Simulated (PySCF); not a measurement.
Compound: C7H6N (doublet state).
Cartesian coordinates in Å at the GFN2-xTB level; atoms count from 1:
```xyz
14
C7H6N angstrom
C      4.3676   -0.5518    0.0939
C      3.1643   -0.4220    0.0649
C      1.8297   -0.2738    0.0342
C      0.6097   -0.1433    0.0074
C     -0.7447    0.0235   -0.0216
C     -1.6561   -1.1522   -0.1013
C     -1.2921    1.3394    0.0245
N     -2.5589    1.5086   -0.0064
H      5.4091   -0.6653    0.1193
H     -2.2816   -1.0654   -0.9895
H     -2.3305   -1.1457    0.7548
H     -1.1017   -2.0869   -0.1287
H     -0.5577    2.1551    0.0859
H     -2.8578    2.4793    0.0306
```

The hyperfine couplings belong to this conformer and change with its torsions.

Identity: `[H]/N=C/[C](C)C#CC#C` [radical].

Computed with PySCF, UKS B3LYP, pcH-1 on C H N, non-relativistic, mean-field spin-orbit, GIAO. Geometry: GFN2-xTB, one conformer, isolated molecule. GFN2-xTB frequencies show an imaginary mode (63i cm⁻¹), so this geometry is no minimum at that level. Couplings are sensitive to structure, and on GFN2-xTB geometries they can be far from those on DFT ones. The SCF solution wasn't tested for stability. ⟨S²⟩ is 0.785 where a pure state has 0.75.

Principal values of hyperfine tensors in MHz (contact and dipolar terms together), for some of the nuclei:

```
atom  isotope      A1      A2      A3  alike by the symmetry of this geometry
 H10       1H   54.96   56.92   62.37                                     H11
  C5      13C    4.85    4.93  136.83                                    none
  C2      13C  -52.74  -40.10  -26.06                                    none
  C3      13C    1.65   12.24   96.62                                    none
  C7      13C  -52.79  -28.81  -24.70                                    none
  C1      13C    0.35   10.31   63.88                                    none
  H9       1H  -33.15  -24.48  -11.24                                    none
 H14       1H  -37.63  -23.91   -1.18                                    none
```

(1) Give the isotropic coupling of each nucleus in MHz and in mT (g = 2.0032), and the anisotropic part.

(2) What spin density at the nucleus of H14 lies behind its contact coupling (g_N = 5.58569)?

(3) C4 (13C, g_N = 1.40482) isn't in the table. Its spin density at the nucleus is -0.04785 bohr⁻³. What is its contact coupling?

(4) Which nucleus of the table has the largest anisotropic coupling, and what is its form?

(5) In a single crystal, with the field along each principal axis of the tensor of C5 in turn, what first-order splitting does this nucleus give (isotropic g, quadrupole terms neglected)?

Results:

(1) a_iso = (A1 + A2 + A3)/3, Ti = Ai − a_iso; 1 mT corresponds to 28.037 MHz.

```
atom  a_iso (MHz)  a_iso (mT)      T1      T2     T3
 H10        58.08       2.072   -3.12   -1.16   4.28
  C5        48.87       1.743  -44.02  -43.94  87.96
  C2       -39.63      -1.414  -13.10   -0.47  13.57
  C3        36.84       1.314  -35.19  -24.60  59.79
  C7       -35.43      -1.264  -17.36    6.63  10.74
  C1        24.85       0.886  -24.50  -14.54  39.03
  H9       -22.96      -0.819  -10.19   -1.53  11.72
 H14       -20.91      -0.746  -16.73   -3.00  19.73
```

(2) a_FC = (2μ0/3) gₑ μB g_N μN ρ(0)/(2S·h) = 800.24 MHz × g_N × ρ(0)/(2S), with ρ in bohr⁻³. With a_FC = -20.91 MHz and 2S = 1, ρ(0) = -0.004677 bohr⁻³. In magnitude that is 1.5 % of the 1/π = 0.318 of a free hydrogen atom.

(3) By the same relation, a_FC = -53.8 MHz. Its full tensor has the principal values -73.50, -54.63, -33.24 MHz.

(4) C5: -44.0, -43.9, 88.0 MHz, axial, in the ratio −1:−1:+2, the form that spin in one p orbital centred on that nucleus gives.

(5) 2 lines (I = 1/2), spaced by |A_i|/(g × 13.996): 0.17, 0.18, 4.88 mT along the axes of A1, A2 and A3.
